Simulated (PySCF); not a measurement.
## ErCl3(NH3) at several levels of theory

Computed with PySCF 2.14.0 (density fitting, no spin-orbit coupling) at the geometry relaxed with PBE0:

```xyz
8
ErCl3(NH3) (singlet in the valence; each metal's 4f electrons, 11 of them, lie in its core potential, out of spins and levels)
Er    0.0230   -0.0230    0.0230
Cl    1.1586    1.8505    1.1586
Cl   -1.8505   -1.1586    1.1586
Cl    1.1586   -1.1586   -1.8505
N    -1.3760    1.3760   -1.3760
H    -1.9855    1.9855   -0.8256
H    -0.8256    1.9855   -1.9855
H    -1.9855    0.8256   -1.9855
```

| level | basis | state | HOMO (eV) | gap (eV) | charge on Er1 (e) | population of f-type functions on Er1 (polarisation alone where 4f lies in the core) | dipole about the centre of mass (D) | largest force component (eV/Å) |
| --- | --- | --- | --- | --- | --- | --- | --- | --- |
| PBE0 | Er lcecp-1-SVP with ECP57, Cl def2-SVP, N def2-SVP, H def2-SVP | singlet | -8.43 | 7.39 | 0.79 | 0.04 | 5.49 | 0.01 |
| PBE | the same | singlet | -7.01 | 5.29 | 0.59 | 0.04 | 5.44 | 0.22 |
| TPSSh | the same | singlet | -7.74 | 6.48 | 0.81 | 0.04 | 5.47 | 0.10 |

In the lcecp rows the 4f levels are missing from HOMO and gap, and the state counts the valence alone.

Charges are Mulliken's, which hang on the basis. The relaxation used the grid (50, 194), these runs (75, 302) or, all-electron (x2c bases, spin-free X2C Hamiltonian), (99, 590).

Task: What does PBE0 with Er lcecp-1-TZVP with ECP57, Cl def2-TZVP, N def2-TZVP, H def2-TZVP give here?

Result: state singlet, HOMO (eV) -8.56, gap (eV) 7.37, charge on Er1 (e) 1.33, population of f-type functions on Er1 (polarisation alone where 4f lies in the core) 0.05, dipole about the centre of mass (D) 5.41, largest force component (eV/Å) 0.21. Time: 20 s on 2 threads of Arm Neoverse V1, on a shared host, from free ions and atoms.

In the first row's basis the gap widens with exact exchange: 5.3 eV for PBE (none); 6.5 to 7.4 eV for TPSSh, PBE0 (a fixed share).

An lcecp potential fixes the number of 4f electrons, so in runs with it no electron can move into or out of that shell.
